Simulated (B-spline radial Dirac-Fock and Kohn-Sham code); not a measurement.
# Elastic and transport cross sections of phosphorus for positrons

Model: relativistic (Dirac) partial waves in the static field of the Dirac-Fock atom, without polarisation or absorption potentials. Program: an atomic code on a B-spline grid. Below a few hundred eV the neglected polarisation potential matters, most of all at small angles. σ_tr1 and σ_tr2 weight the cross section with 1 − P₁ and 1 − P₂ of cos θ; "backward" is the share scattered beyond 90°.

```
energy (eV)  σ (a₀²)  σ_tr1 (a₀²)  σ_tr2 (a₀²)  σ/σ_tr1  backward (%)
        178     11.6         1.74         3.37     6.65           3.2
        183     11.4         1.69         3.28     6.76           3.2
        442     7.38        0.661         1.34     11.2           1.7
        547     6.54        0.522         1.07     12.5           1.5
        650     5.91        0.430        0.885     13.7           1.4
       1160     4.10        0.219        0.461     18.7          0.94
       1610     3.28        0.146        0.313     22.5          0.73
       1900     2.92        0.118        0.256     24.7          0.64
       2120     2.70        0.102        0.223     26.4          0.58
       2660     2.29       0.0751        0.166     30.5          0.48
      25100    0.358      0.00219      0.00545      163         0.053
      35100        ?            ?            ?        ?             ?
      37500    0.253      0.00110      0.00278      231         0.034
      54300    0.185     0.000578      0.00148      320         0.022
      78300    0.138     0.000307     0.000798      449         0.014
     148000   0.0866     0.000104     0.000276      835        0.0061
```

Task: Fill in the row for 35.1 keV.

Result: σ = 0.268 a₀², σ_tr1 = 0.00123 a₀², σ_tr2 = 0.00310 a₀², σ/σ_tr1 = 218, backward 0.037 %. The ratio σ/σ_tr1 is roughly the number of elastic collisions that randomise the direction.

Values without a named source are computed, but for edge energies of neutral atoms, which are taken from tables.
